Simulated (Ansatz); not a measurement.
Born–Oppenheimer molecular dynamics of H6HfO4S (12 atoms, charge 0, multiplicity 1). It starts at the highest image of a converged band, a first-order saddle point between two minima.

All numbers below come from RHF/def2-SVP in Ansatz.

| Quantity | Value |
| --- | --- |
| ensemble | NVE (velocity Verlet) |
| time step | 0.5 fs |
| steps asked | 200 |
| starting velocities drawn for | 100 K |
| seed | 10752 |

First frame:

```xyz
12
Properties=species:S:1:pos:R:3
Hf -0.009 0.022 0.126
O -0.016 0.115 2.249
H -0.362 -0.376 2.979
O 1.651 -0.473 -0.734
H 2.377 -0.725 -1.272
O -1.119 1.245 -0.879
H -1.446 1.991 -1.346
O -1.052 -1.614 0.101
H -1.650 -2.292 -0.148
S 1.294 2.345 1.418
H 2.543 1.872 1.440
H 0.613 1.181 2.281
```

**Question.** How far do the bonds stretch over the last three quarters of this one trajectory? (Pairs bonded in most of those frames.)

**Answer.** 
```csv
bond,mean (Å),spread (Å),shortest,longest
Hf1–O2,2.474,0.085,2.25,2.56
Hf1–O4,1.940,0.013,1.91,1.96
Hf1–O6,1.932,0.013,1.91,1.95
Hf1–O8,1.993,0.041,1.96,2.08
Hf1–S10,2.615,0.188,2.39,2.92
O2–H3,0.952,0.021,0.91,1.01
O2–H12,0.959,0.042,0.89,1.05
O4–H5,0.941,0.006,0.93,0.95
O6–H7,0.942,0.019,0.91,0.97
O8–H9,0.941,0.006,0.93,0.95
S10–H11,1.340,0.010,1.32,1.36
```

Mean temperature of the second half: 355 K. The conserved energy stayed within 0.22 meV per atom of its start (net change -0.058 meV per atom), so the integration is sound. The kinetic energy rose, since the run started high on the potential surface and went downhill. A run of 0.1 ps of so small a system gives no equilibrium averages. The orbitals stay closed-shell, which can raise the energy where a bond breaks towards radicals; this wasn't checked here.

The run took 2.5 min on 4 threads of AMD EPYC 9R45 96-Core Processor (Zen 5), with other jobs on the host, peak memory 0.38 GiB.
